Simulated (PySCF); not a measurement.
The same groups moved round the core (thiophene hydroxy+boryl). All species are isolated molecules in the gas phase. One relaxed conformer stands for each flexible species; it need not be the lowest. Strings in code marks are SMILES.

Computed with ωB97X-D3(BJ)/def2-TZVP // PBE0-D3(BJ)/def2-SVP run with PySCF. Delta-SCF ions had no search for a lower state. Excitations are Tamm–Dancoff values on a coarser integration grid. The basis has no diffuse functions, so Rydberg states are missing or too high.

```tsv
species	vertical electron affinity (Delta-SCF) (eV)	S1 oscillator strength	S1–T1 gap (TDA) (eV)	T1 excitation (TDA) (eV)
`Oc1sc(cc1)B`	0.07	0.417	?	?
`Bc1ccsc1O`	-0.18	?	1.57	?
`Bc1csc(O)c1`	?	0.057	1.55	3.07
`Bc1cscc1O`	0.05	0.069	1.13	3.51
`s1c(B)c(cc1)O`	0.03	0.229	1.75	3.06
```

Some entries are withheld; supply them.


- `Oc1sc(cc1)B`, S1–T1 gap (TDA) (eV): 1.80
- `Oc1sc(cc1)B`, T1 excitation (TDA) (eV): 3.01
- `Bc1ccsc1O`, S1 oscillator strength: 0.105
- `Bc1ccsc1O`, T1 excitation (TDA) (eV): 3.30
- `Bc1csc(O)c1`, vertical electron affinity (Delta-SCF) (eV): 0.10
